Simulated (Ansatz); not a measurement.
Consider the formal exchange of groups at the Si–O bond: `O[SiH](O)O` + `C[SiH](Cl)Cl` → `O[SiH](O)C[SiH](Cl)Cl` + H₂O.

Computed with Ansatz on PBE0-D4/def2-TZVP structures; ΔE is electronic, products minus reactants. CCSD(T)/CBS is the MP2 limit (def2-TZVPP, def2-QZVPP) plus CCSD(T) − MP2 in def2-TZVPP, frozen cores. This one scheme is used for every species. Functionals use def2-TZVPP. One conformer a species, not always the lowest.

`O[SiH](O)O`:

```xyz
8

O    -1.407   -0.392    0.748
Si   -0.036   -0.315   -0.131
O     1.249    0.314    0.672
O    -0.273    0.685   -1.400
H    -1.861    0.431    0.935
H     0.230   -1.713   -0.523
H     1.608   -0.186    1.406
H     0.491    1.176   -1.706
```

`C[SiH](Cl)Cl`:

Cartesian coordinates in Å:
```
C 0.580 0.271 0.809
Si -0.563 -0.177 -0.571
Cl -0.381 -2.171 -1.004
Cl -0.091 0.908 -2.244
H 0.490 1.335 1.041
H 0.334 -0.307 1.703
H 1.615 0.061 0.531
H -1.985 0.080 -0.266
```

`O[SiH](O)C[SiH](Cl)Cl`:

Cartesian coordinates in Å:
```
O 1.839 0.801 0.006
Si 0.301 1.305 0.300
O -0.114 1.239 1.881
C -0.734 0.159 -0.747
Si -0.324 -1.631 -0.575
Cl -0.340 -2.151 1.424
Cl -1.730 -2.787 -1.519
H 2.557 1.257 0.447
H 0.120 2.728 -0.067
H -0.176 0.363 2.272
H -1.791 0.306 -0.504
H -0.600 0.419 -1.804
H 0.993 -2.009 -1.115
```

H₂O:

Z-matrix (Å, degrees):
```
O
H 1 0.960
H 1 0.960 2 105.1
```

CCSD(T)/CBS gives +22.8 kcal/mol.

Question: Another level gave +23.5 kcal/mol. Which?
A. B2PLYP/def2-TZVPP
B. ωB97X-V/def2-TZVPP
C. CCSD/def2-TZVPP
D. PBE0-D4/def2-TZVPP

Answer: B. ωB97X-V 23.5, B2PLYP 25.9, PBE0-D4 21.6, CCSD/def2-TZVPP 24.4 kcal/mol.

Largest T1 diagnostic among the species: 0.011.

The D4 term adds −3.9 kcal/mol with B3LYP and −2.3 kcal/mol with PBE0; it sums over pairs of atoms, weighted by their polarisabilities, and B3LYP, whose exchange is more repulsive, gets the larger term. In def2-TZVPP, CCSD(T) changes the Hartree–Fock value by −7.2 kcal/mol (the triples alone add −1.1 kcal/mol) and MP2 by −7.5 kcal/mol.

B3LYP here is the variant with VWN-RPA as its local correlation; programs differ in this.
